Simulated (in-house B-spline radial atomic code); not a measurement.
Ionisation energies along the 71-electron series, configuration 1s2 2s2 2p6 3s2 3p6 3d10 4s2 4p6 4d10 4f14 5s2 5p6 5d3/2(3), as differences of self-consistent energies. Dirac energy differences include first-order Breit, QED and recoil terms. NIST's values go from ground level to ground level; the uncertainty of those that are theory runs from under 0.1 % in few-electron ions to several per cent in heavy many-electron ones. Computed with an all-electron radial atomic-structure program (B-spline basis): Dirac-Hartree-Fock, jj configuration that fills j = l - 1/2 first, finite nuclei.

A number in brackets counts the electrons of a j subshell.

```csv
ion,configuration after,ionisation energy (eV),IE/(q+1)² (eV),-ε less Coulomb ΔSCF (eV),Breit and QED recoil part (eV),tabulated value (eV),tabulated kind,computed minus tabulated (eV)
Ta2+,[Xe] 4f14 5d3/2(2),22.71,2.5231,0.66192,0.0075137,23.1,tabulated theory,-0.39
W3+,[Xe] 4f14 5d3/2(2),?,?,?,?,?,semi-empirical,?
Re4+,[Xe] 4f14 5d3/2(2),?,?,?,?,?,tabulated theory,?
Os5+,[Xe] 4f14 5d3/2(2),69.39,1.9275,0.6187,-0.0051389,70.1,tabulated theory,-0.71
Ir6+,[Xe] 4f14 5d3/2(2),88.12,1.7984,0.61746,-0.012529,89,tabulated theory,-0.88
Pt7+,[Xe] 4f14 5d3/2(2),108.29,1.692,0.61794,-0.021299,109,tabulated theory,-0.71
```

**Question.** Fill in the row of W3+.

**Answer.** ionisation energy (eV): 36.54; IE/(q+1)² (eV): 2.2838; -ε less Coulomb ΔSCF (eV): 0.63409; Breit and QED recoil part (eV): 0.0051291; tabulated value (eV): 38.2; computed minus tabulated (eV): -1.66.

**Question.** Fill in the row of Re4+.

**Answer.** ionisation energy (eV): 52.16; IE/(q+1)² (eV): 2.0864; -ε less Coulomb ΔSCF (eV): 0.62308; Breit and QED recoil part (eV): 0.00079789; tabulated value (eV): 51.9; computed minus tabulated (eV): 0.26.
